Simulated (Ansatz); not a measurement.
System: CI (charge 0, doublet). 
Coordinates optimised at B3LYP-D3(BJ)/def2-TZVP (Ansatz, a first-principles code):
```xyz
2

C      0.0000     0.0000    -1.8315
I      0.0000     0.0000     0.2073
```
Charge 0, spin multiplicity 2.

Wanted: atomisation energy (electronic, to ground-state atoms), in kcal/mol. Cores are frozen in the correlated levels unless marked. UHF or UKS for open shells. No spin-orbit coupling. Frozen are the shells of the preceding noble gas and the d and f shells that filled before the atom's block. In def2 rows, elements after Kr have scalar-relativistic effective core potentials. The coupled-cluster limit lacks core correlation, which all-electron functionals hold. Basis-set limits of correlation are two-point, X^-3; Hartree-Fock from the larger set. The bracket is a focal-point correction in the basis named.

```csv
level,program,atomisation energy (kcal/mol),minus last row
HF/def2-QZVPP,Ansatz,24.1,-43.2
SVWN5/def2-TZVPD,Ansatz,95.2,27.9
PBE-D4/def2-TZVPD,Ansatz + dftd4,82.5,15.2
revPBE-D4/def2-TZVPD,Ansatz + dftd4,78.5,11.2
PBE0/def2-SVP,Ansatz,68.6,1.3
PBE0-D3(BJ)/def2-TZVPD,Ansatz + dftd3,72.3,5.0
CAM-B3LYP-D3(BJ)/def2-TZVPD,Ansatz + dftd3,65.1,-2.2
CAM-B3LYP/def2-TZVPD,Ansatz,64.4,-2.9
RPA@PBE/def2-QZVPP,Ansatz,58.5,-8.8
RI-MP2/def2-TZVPP,Ansatz,59.0,-8.3
"CCSD/CBS(def2-TZVPP,def2-QZVPP)",Ansatz,61.0,-6.3
CCSD(T)/def2-SVPD,Ansatz,57.5,-9.8
CCSDT/def2-SVP,Ansatz,55.9,-11.4
"RI-MP2/CBS(def2-TZVPPD,def2-QZVPPD)+[CCSD(T)-MP2]/def2-TZVPPD",Ansatz,67.5,0.2
"CCSD(T)/CBS(def2-TZVPPD,def2-QZVPPD)",Ansatz,67.3,0.0
```

The UHF reference is spin-contaminated (<S^2> 0.18 over the pure value in the largest basis). The T1 diagnostic of CCSD in the largest basis is 0.062, which is high, so the coupled-cluster rows are less sure than usual.
